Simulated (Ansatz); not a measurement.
`CO[Si](F)(F)C#N` and `N#C[Si](F)(F)C#N` differ in one atom or group.

Ansatz, PBE0-D4/def2-TZVP geometries, multiplicity 1. Each molecule was computed in one conformer, which needn't be the lowest.

| property | `CO[Si](F)(F)C#N` |
| --- | --- |
| ideal-gas entropy at 298 K and 1 bar (rigid rotor, harmonic PBE0-D4/def2-TZVP) / J/(mol·K) | 388 |
| LUMO energy (B3LYP/def2-TZVPP) / eV | -1.22 |
| HOMO–LUMO gap (B3LYP/def2-TZVPP) / eV | 8.27 |
| HOMO energy (PBE0/def2-TZVPP) / eV | -9.73 |
| size of the dipole moment (B3LYP/def2-TZVPP) / D | 3.17 |
| HOMO–LUMO gap (PBE/def2-TZVPP) / eV | 6.11 |

(1) What does the change do to each property? (An estimate is asked.)

Results:

(1) Ansatz gave: 
| property | `N#C[Si](F)(F)C#N` | shift |
| --- | --- | --- |
| ideal-gas entropy at 298 K and 1 bar (rigid rotor, harmonic PBE0-D4/def2-TZVP) / J/(mol·K) | 355 | -33 |
| LUMO energy (B3LYP/def2-TZVPP) / eV | -2.66 | -1.44 |
| HOMO–LUMO gap (B3LYP/def2-TZVPP) / eV | 8.08 | -0.19 |
| HOMO energy (PBE0/def2-TZVPP) / eV | -11.03 | -1.30 |
| size of the dipole moment (B3LYP/def2-TZVPP) / D | 1.78 | -1.39 |
| HOMO–LUMO gap (PBE/def2-TZVPP) / eV | 6.09 | -0.02 |

With PBE0 the HOMO falls by 1.30 eV and the LUMO falls by 1.47 eV, so the gap narrows by about 0.17 eV. PBE moves the HOMO by -1.38 eV and ωB97M-V by -1.21 eV. The zero-point energy changes by -90.3 kJ/mol with -9 modes. Dipoles are sizes alone; their direction can turn. Modes under 60 cm⁻¹, often nearly free rotors, make the harmonic entropy too high.

Positive LUMOs are unbound, so they and the gaps depend on the basis.

B3LYP here is the variant with VWN-RPA as its local correlation; programs differ in this.
